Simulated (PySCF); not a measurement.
Delta-SCF ions had no search for a lower state. Excitations are Tamm–Dancoff values on a coarser integration grid. The basis has no diffuse functions, so Rydberg states are missing or too high.

H$_{2}$Cl$_{2}$Si$_{2}$, SMILES `[SiH](/Cl)=[SiH]/Cl` (charge 0, multiplicity 1)

Level of theory: ωB97X-D3(BJ)/def2-TZVP // PBE0-D3(BJ)/def2-TZVP in PySCF.

The HOMO is -8.36 eV and the dipole moment comes out as 1.48 D. The HOMO–LUMO gap comes out as 7.36 eV and the LUMO is -1.00 eV. The S1 excitation (TDA) is 3.71 eV and the S1 oscillator strength is 0.119. The brightest of the four lowest singlets (TDA) is 4.02 eV, the T1 excitation (TDA) comes out as 1.28 eV and the S1–T1 gap (TDA) is 2.44 eV. The vertical ionisation energy (Delta-SCF) comes out as 8.22 eV and the total energy comes out as -1500.7240 Ha. The cost is around 2.3 core-minutes (rough).

Bonded distances (Å): Cl1–Si2 2.049, Si2–Si3 2.212, Si2–H5 1.489, Si3–Cl4 2.049, Si3–H6 1.489. Angles (°): Cl1–Si2–Si3 118.4, Cl1–Si2–H5 108.0, Si3–Si2–H5 113.0, Si2–Si3–Cl4 118.4, Si2–Si3–H6 113.0, Cl4–Si3–H6 108.0.
Charge 0, spin multiplicity 1.
